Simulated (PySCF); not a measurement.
# Two-component Hartree-Fock for Bi⁴⁵⁺ (bismuth, charge +45)

Start: [Kr] 4d2; 4d3/2 filled at m_j = +1/2, +3/2. Calculated with PySCF 2.14 in an even-tempered Gaussian basis (16 s from 6 bohr⁻², ratio 2.8; 14 p from 7.8 bohr⁻², ratio 2.8; 9 d from 7.8 bohr⁻², ratio 2.8; 3 f from 29 bohr⁻², ratio 3): generalised Hartree-Fock with the X2C-1e Hamiltonian and a Gaussian nucleus; one run each with spin-orbit coupling (SO) switched off, then screened by Boettger's factors.

| spinor shell | electrons | ε, spin-free (eV) | ε, screened SO (eV) | weight of nominal j (screened SO) | rms radius, screened SO (bohr) |
| --- | --- | --- | --- | --- | --- |
| 1s1/2 | 2 | -93262.2 | -93218.4 | 1.000 | 0.0178 |
| 2s1/2 | 2 | -18729.6 | -18714.5 | 1.000 | 0.0718 |
| 2p1/2 | 2 | -16364.4 | -18048.1 | 1.000 | 0.0606 |
| 2p3/2 | 4 | -16364.4 | -15718.2 | 1.000 | 0.0690 |
| 3s1/2 | 2 | -6198.2 | -6192.3 | 1.000 | 0.181 |
| 3p1/2 | 2 | -5505.9 | -5896.7 | 1.000 | 0.173 |
| 3p3/2 | 4 | -5505.9 | -5350.5 | 1.000 | 0.189 |
| 3d3/2 | 4 | -4814.8 | -4883.2 | 1.000 | 0.164 |
| 3d5/2 | 6 | -4814.8 | -4763.5 | 1.000 | 0.169 |
| 4s1/2 | 2 | -2814.0 | -2811.7 | 1.000 | 0.380 |
| 4p1/2 | 2 | -2556.5 | -2687.0 | 1.000 | 0.375 |
| 4d3/2 | 2 | -2305.3 | -2324.3 | 0.999 | 0.383 |

(1) Where does 4p3/2 lie, and what is the 4p spin-orbit splitting (screened SO)?

| quantity | spin-free | screened SO |
| --- | --- | --- |
| E (hartree) | -20140.39052 | -20183.43655 |
| M_J | 2 | 2 |
| ⟨J²⟩ | 8.001 | 6.009 |
| ⟨L²⟩ | 12.001 | 10.194 |
| ⟨S²⟩ | 2.000 | 1.615 |

Each row is a mean over spinors that exchange with the open shell spreads, by up to 19.737 eV (4p1/2).

Breit and QED terms are absent; they matter most for the inner s and p1/2 levels.

Densities and radii are taken from the X2C orbitals without a picture-change correction, which distorts them close to the nucleus.

Without spin-orbit coupling the j labels of p, d and f shells carry no meaning; the spin-free column gives the mean over the occupied spinors of each nl shell, and its ⟨J²⟩ belongs to a mixture of degenerate components.

Answers

(1) At -2503.5 eV, 183.50 eV above 4p1/2.
